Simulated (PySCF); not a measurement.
## Ionisation energy of Ga(2+) by level of theory

Ga(2+) [Ar] 3d10 4s1 (2S) → Ga(3+) [Ar] 3d10 (1S), as a difference of total energies. Calculation: PySCF 2.14, in aug-cc-pVTZ-DK; the spin-free X2C one-electron Hamiltonian (Gaussian nucleus). The calculations carry no spin-orbit coupling.

```tsv
method	ionisation energy (eV)	error (eV)
UHF	29.618	-1.108
LDA	31.770	+1.044
PBE	31.450	+0.724
PBE0	31.088	+0.362
r2SCAN	31.194	+0.468
CAM-B3LYP	31.473	+0.747
B3LYP	31.523	+0.797
TPSS	31.075	+0.349
revPBE	31.264	+0.538
```

Reference: 30.726 eV (measured; NIST Atomic Spectra Database, ionization energies).
